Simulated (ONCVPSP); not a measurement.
## Cutoff test, arsenic, ONCV

```json
{
 "Element": "As (Z = 33)",
 "Generator": "ONCVPSP 4.0.1",
 "Type": "optimised norm-conserving Vanderbilt (ONCV)",
 "Functional": "PBE",
 "Relativity": "scalar-relativistic",
 "Frozen core": "[Ar]",
 "Valence charge": "15",
 "Reference configuration": "3d10 4s1.75 4p3.25",
 "Partial waves": "4s: rc 1.45 bohr, ncon 3, nbas 7, qcut 4.5 1/bohr, 2 projectors, debl 1.6 Ha; 4p: rc 1.55 bohr, ncon 4, nbas 7, qcut 4.6 1/bohr, 1 projector; 3d: rc 0.70 bohr, ncon 3, nbas 8, qcut 19.1 1/bohr, 2 projectors, debl 0.3 Ha",
 "Local potential": "polynomial inside 0.60 bohr (lpopt 4, dvloc0 1 Ha)",
 "Core correction": "none"
}
```

In the d channel the program set the typed energies aside and used -1.509, 0.250 Ha.

For each optimised wave give the share of its norm inside rc, the residual kinetic energy above qcut (Ha) and the cutoffs (Ha) for errors of 10, 1, 0.1 and 0.01 mHa per electron.

| wave | norm inside rc | residual KE | 10 mHa | 1 mHa | 0.1 mHa | 0.01 mHa |
| --- | --- | --- | --- | --- | --- | --- |
| 4s | 0.262 | 7.9e-04 | 6.8 | 9.8 | 30.3 | 60.8 |
| s projector 2 | 0.152 | 1.9e-03 | 7.8 | 17.2 | 87.0 | not reached |
| 4p | 0.157 | 2.4e-04 | 2.5 | 8.2 | 17.1 | 56.8 |
| 3d | 0.615 | 7.4e-05 | 137.2 | 159.7 | 178.7 | 567.1 |
| d projector 2 | 0.015 | 3.2e-06 | 93.4 | 127.5 | 153.8 | 172.4 |

The occupied waves need 160 Ha and 179 Ha for 1 and 0.1 mHa. Note: ghosts flagged at negative energy: s at -185.2 eV, p at -47.6 eV; no localised positive-energy state flagged. A true bound ghost makes a file unfit for plane-wave use.
